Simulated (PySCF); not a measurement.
**²⁹Si chemical shifts**

Gas phase, relativity neglected, single conformer, fast rotation and ring inversion assumed for equivalent nuclei. Structure optimised with GFN2-xTB; NMR shieldings at PBE0/pcSseg-1/GIAO; PySCF 2.14.

Shieldings were converted by a linear fit to measured shifts: ²⁹Si (scatter 8.9 ppm rms, 25.8 ppm with the 6 outliers that the fit left out vs TMS, solution or neat liquid). A few per cent of atoms miss by over 2 rms, more outside the fitted compound classes.

Task: Give the ²⁹Si shifts of `C=C[Si](Cl)(Cl)Cl`, `C=CN1[C@@H](C)C[Si@@H]1[SiH3]`, `C#C[C@@](C)(C[SiH3])N[SiH3]`.

Result: 
```tsv
compound	environment	δ (ppm)
C=C[Si](Cl)(Cl)Cl	silicon bonded to C, 3 Cl	5.7
[CH2:1]=[CH:2][N:3]1[C@@H:4]([CH3:5])[CH2:6][Si@@H:7]1[SiH3:8]	Si7: silicon bonded to C, N, Si, H, in a 4-membered ring	-22.1
[CH2:1]=[CH:2][N:3]1[C@@H:4]([CH3:5])[CH2:6][Si@@H:7]1[SiH3:8]	Si8: silicon bonded to Si, 3 H	-113.7
[CH:1]#[C:2][C@@:3]([CH3:4])([CH2:5][SiH3:6])[NH:7][SiH3:8]	Si8: silicon bonded to N, 3 H	-61.1
[CH:1]#[C:2][C@@:3]([CH3:4])([CH2:5][SiH3:6])[NH:7][SiH3:8]	Si6: silicon bonded to C, 3 H	-72.4
```

Task: Order these by ²⁹Si shift, lowest first.
A. O=C1O[Si](F)(F)OC1=O
B. CC[SiH](CC)SC
C. CCSCCC[SiH3]

Result: A (-77.5 ppm, silicon bonded to 2 F, 2 O, in a 5-membered ring), C (-64.3 ppm, silicon bonded to C, 3 H), B (0.7 ppm, silicon bonded to 2 C, S, H).
